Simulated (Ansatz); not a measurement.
Geometry optimisation, Ansatz, RHF/def2-SVP.

The input (input.yaml):

```yaml
crystal:
  periodic: [false, false, false]
  atoms:
    - { symbol: B, position_ang: [-0.181587, -0.114826, 0.058122] }
    - { symbol: O, position_ang: [-0.128864, -0.407631, 1.408883] }
    - { symbol: H, position_ang: [-0.939582, -0.729345, 1.766536] }
    - { symbol: F, position_ang: [0.981361, 0.150525, -0.514799] }
    - { symbol: "N", position_ang: [-1.34139, -0.172599, -0.724467] }
    - { symbol: H, position_ang: [-2.244145, -0.428805, -0.388331] }
    - { symbol: H, position_ang: [-1.319089, 0.06777, -1.693444] }
    - { symbol: F, position_ang: [0.073084, 2.253402, 0.918197] }
    - { symbol: H, position_ang: [0.512012, 1.70371, 1.492402] }
basis:
  gaussian: { orbitals: def2-SVP }
hamiltonian:
  xc: hf
relax:
  f_tol: 0.03
  max_steps: 50
```

Run as:

```bash
$ ansatz run input.yaml --threads 1 --pin off --max-ram 2048MiB --backend cpu --events-out ev --progress --plain --runs-dir out
```

Problem. Where does it end, and by what steps?

Solution. The forces met the threshold. The force dipped under the threshold on the way, but the program's further checks kept it going. After 26 steps the energy has fallen by 0.203 eV; F8 moved furthest, 1.88 Å.

```
step  energy less start (eV)  largest force component (eV/Å)  accepted
   0                  0.0000                           0.858       yes
   1                 -0.0670                           0.804       yes
   2                 -0.0532                           2.256        no
   3                 -0.0945                           0.537       yes
   4                 -0.1098                           1.087       yes
   5                 -0.1392                           0.506       yes
   6                 -0.1576                           0.198       yes
   7                 -0.1641                           0.167       yes
   8                 -0.1656                           0.851       yes
   9                 -0.1739                           0.177       yes
  10                 -0.1767                           0.222       yes
  11                 -0.1856                           0.075       yes
  12                 -0.1882                           0.227       yes
  13                 -0.1819                           0.975        no
  14                 -0.1918                           0.169       yes
  15                 -0.1932                           0.385       yes
  16                 -0.1955                           0.249       yes
  17                 -0.1883                           0.687        no
  18                 -0.1968                           0.148       yes
  19                 -0.1981                           0.173       yes
  20                 -0.2001                           0.063       yes
  21                 -0.2014                           0.179       yes
  22                 -0.2020                           0.177       yes
  23                 -0.2026                           0.077       yes
  24                 -0.2030                           0.027       yes
  25                 -0.2032                           0.021       yes
  26                 -0.2033                           0.026       yes
```

```xyz
9
Properties=species:S:1:pos:R:3
B -0.426 0.093 -0.300
O -0.505 0.540 0.987
H -1.254 0.257 1.486
F 0.627 0.498 -0.988
N -1.370 -0.742 -0.910
H -2.192 -1.093 -0.468
H -1.260 -1.037 -1.858
F 1.137 2.167 2.470
H 0.655 1.640 1.906
```

Whether the end is a true minimum wasn't checked by a vibrational analysis.

Run time: 32 s on 1 thread of Intel(R) Xeon(R) 6975P-C (Granite Rapids) (shared host), peak memory 0.18 GiB.
